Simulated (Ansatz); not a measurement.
The same path of AlCl3 + H2 (6 atoms, charge 0, multiplicity 1) was run twice with different band settings. Lost on the way: Al1–Cl2, H5–H6. Made: Al1–H5, Cl2–H6.

The calculation used RKS PBE0-D4/def2-SVP in Ansatz 0.2.0.

Relaxed end points:

```xyz
6
Properties=species:S:1:pos:R:3
Al 0.008 0.071 0.227
Cl -0.002 0.699 2.221
Cl 1.805 0.020 -0.832
Cl -1.790 -0.054 -0.824
H 0.075 -2.119 0.486
H 0.047 -1.882 1.218
```

```xyz
6
Properties=species:S:1:pos:R:3
Al 0.026 -0.608 -0.368
Cl 0.013 0.017 2.179
Cl 1.797 0.390 -0.919
Cl -1.793 0.302 -0.916
H 0.064 -2.149 -0.041
H 0.036 -1.218 2.560
```

Common settings: movable images 9; climbing image yes; spring 5.0 eV/Å²; optimiser quadratic models (default); force threshold 0.03 eV/Å; end points relaxed.

| run | start path | iteration limit |
| --- | --- | --- |
| 1 | through a guess of the saddle point | 49 |
| 2 | straight line | 60 |

What does each run give, and how far can it be trusted?

Run 1: converged after 10 iterations, highest image 1.299 eV above the first end. A vibrational analysis at the climbing image gives one clearly imaginary mode, 536i cm⁻¹: a first-order saddle point.
Run 2: converged after 11 iterations, highest image 1.299 eV above the first end. Another band between the same ends (9 images) ends at a top of the same energy, where a vibrational analysis finds 1 clearly imaginary mode.
The orbitals stay closed-shell, which can raise the energy where a bond breaks towards radicals; this wasn't checked here.
